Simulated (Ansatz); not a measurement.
Zn₇H₂₀Se₇, relaxed as a singlet with RKS PBE-D4/def2-SVP in Ansatz, starting from the GFN1-xTB geometry. Force threshold 0.03 eV/Å.

Single mean-field runs in def2-SVP are fitted with def2-universal-jkfit. In the singlet geometry the species has come apart into loosely held pieces. In the singlet, H24 and H25 lie 0.77 Å apart, H30 and H33 lie 0.77 Å apart (atoms count from 1), so H2 has formed as a molecule.

Start:

Cartesian coordinates in Å:
```
Se 2.8423 1.1973 -2.8381
Se 2.0172 -1.6347 -0.4586
Se 0.9618 1.8847 0.7357
Se 0.1851 -1.0793 3.1862
Se -1.0326 0.1862 -1.9789
Se -1.8262 -2.7945 0.4485
Se -2.6830 0.9049 1.4025
Zn 4.2020 -1.3422 -2.2526
Zn 2.3347 -0.0596 1.4518
Zn 0.3397 2.2496 -1.6546
Zn -1.0515 2.9380 2.4246
Zn -0.0448 -2.0900 -1.7859
Zn -2.6404 -1.1048 2.6343
Zn -3.7067 0.6712 -1.1918
H 5.3418 -0.8059 -1.3509
H 3.7578 -2.1498 -3.4970
H 3.8064 2.2568 -2.7739
H 2.7113 1.3286 -4.2599
H 2.3378 -2.9183 0.1116
H 3.5592 -0.0435 2.3896
H 0.1560 3.5999 -2.3670
H 1.9524 2.9135 0.9076
H 0.6032 -1.8198 4.3421
H 0.1103 0.1522 3.9183
H -0.5811 2.3714 3.8214
H -1.5315 4.2150 1.6942
H -0.2290 -3.2714 -2.7606
H -1.2129 0.2140 -3.4060
H -2.1774 -4.1811 0.5645
H -3.0008 -2.4910 -0.3175
H -3.3362 -1.9842 3.7000
H -3.9713 2.1300 -1.6294
H -4.2884 -0.7932 -1.2324
H -3.9050 1.3499 2.0221
```

Question: Estimate the energy that the relaxation releases and the steps that it takes.

Answer: 76.4 kcal/mol, in 17 steps; 59 s on 4 threads of AMD EPYC 7R13 on a shared host and a share (37 GiB) of an NVIDIA H100 80GB HBM3. No frequencies were taken in this run, so the end may be a saddle point.

Question: Does the start keep its bonding and symmetry?

Answer: Bonds lost: Se4–H24, Se6–H30, Zn11–H25, Zn14–H33 (atoms count from 1). The end holds 3 separate pieces. Point group Cs at the start, Cs at the end, both within 0.05 Å.

Question: Predict the relaxed structure.

Answer: 
```xyz
34

Se    2.687    1.107   -2.652
Se    2.010   -1.710   -0.405
Se    1.004    1.778    0.683
Se    0.515   -1.614    3.146
Se   -0.919    0.136   -1.940
Se   -1.398   -3.245    0.548
Se   -2.421    0.690    1.345
Zn    4.237   -1.483   -2.195
Zn    2.235   -0.447    1.794
Zn    0.437    2.272   -1.743
Zn   -1.017    2.699    1.793
Zn   -0.166   -2.494   -1.469
Zn   -1.893   -1.794    2.516
Zn   -3.094    0.930   -1.043
H     5.240   -0.809   -1.202
H     3.574   -2.157   -3.441
H     3.544    2.321   -2.584
H     2.432    1.336   -4.100
H     2.433   -3.033    0.117
H     3.548    0.219    2.324
H     0.118    3.660   -2.376
H     1.926    2.902    0.976
H     0.459   -0.738    4.344
H    -0.257    1.403    3.775
H    -0.451    2.107    4.033
H    -1.353    4.102    2.366
H    -0.308   -3.068   -2.918
H    -1.265    0.174   -3.381
H    -2.751   -3.472   -0.021
H    -3.654   -1.498   -0.848
H    -3.154   -1.790    3.443
H    -4.348    1.548   -1.717
H    -4.272   -1.156   -1.167
H    -3.678    1.128    1.998
```
Bond lengths (bridged metal pairs left out): 17 × Se–Zn 2.48 to 2.87 Å; 8 × H–Se 1.48 to 1.49 Å; 8 × H–Zn 1.55 to 1.57 Å.
